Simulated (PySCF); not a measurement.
HI2Si, SMILES I[SiH]I, multiplicity 2.

Geometry optimised at B3LYP-D3(BJ)/def2-SVP. The isomer is the one that the SMILES or the coordinates give; other isomers of the formula were not compared. The def2 effective core potentials stand for the cores of I; spin–orbit coupling is left out.

Calculation: B3LYP-D3(BJ)/def2-SVP run with PySCF 2.14.0.

Frequencies are harmonic and unscaled.

Computed harmonic wavenumbers and intensities:
| mode | ν (cm⁻¹) | IR (km/mol) | moving atoms (share of kinetic energy) |
|---|---|---|---|
| 1 | 79 | 0.1 | I 88 %, Si 11 % |
| 2 | 307 | 11.9 | Si 76 %, I 22 % |
| 3 | 380 | 92.2 | Si 81 %, I 14 % |
| 4 | 554 | 6.7 | H 90 %, Si 10 % |
| 5 | 692 | 104.6 | H 95 % |
| 6 | 2151 | 74.8 | H 96 % |
